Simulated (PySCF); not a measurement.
# Worked example: chemical shift, span and skew from a shielding tensor

C₂H₆N, SMILES [NH+](C)=C, charge +1. Atoms are numbered in the order given.

```xyz
9

C     -0.2322    -1.2380     0.0000
N      0.4102    -0.1306     0.0000
C     -0.1693     1.2142     0.0000
H     -1.3247    -1.2271     0.0000
H      0.3183    -2.1811     0.0000
H      1.4374    -0.1720     0.0000
H      0.1842     1.7466     0.8939
H     -1.2617     1.1438     0.0000
H      0.1842     1.7466    -0.8939
```
Charge +1, spin multiplicity 1.

Geometry optimised at PBE-D3(BJ)/def2-TZVP. The isomer is the one that the SMILES or the coordinates give; other isomers of the formula were not compared.

GIAO shieldings from KT2/pcSseg-1 in PySCF, non-relativistic, no solvent. The symmetric part of the tensor of C3 has the principal values 107.5, 116.1, 178.8 ppm. The same nucleus in TMS has σ = 185.1 ppm at this level (PySCF, at its B3LYP-D3(BJ)/def2-TZVP geometry).

Question: Work out the isotropic shielding, the ¹³C shift against TMS, the span and the skew.

Answer: 
σ(iso) = (σ11 + σ22 + σ33)/3 = 134.1 ppm. δ = σ(ref) − σ(iso) = 185.1 − (134.1) = 51.0 ppm.
Span Ω = σ33 − σ11 = 71.3 ppm. Skew κ = 3(σ(iso) − σ22)/Ω = 0.76. Tumbling in solution averages the tensor to δ; in a static solid the shielding alone would spread this spin-1/2 line over Ω.
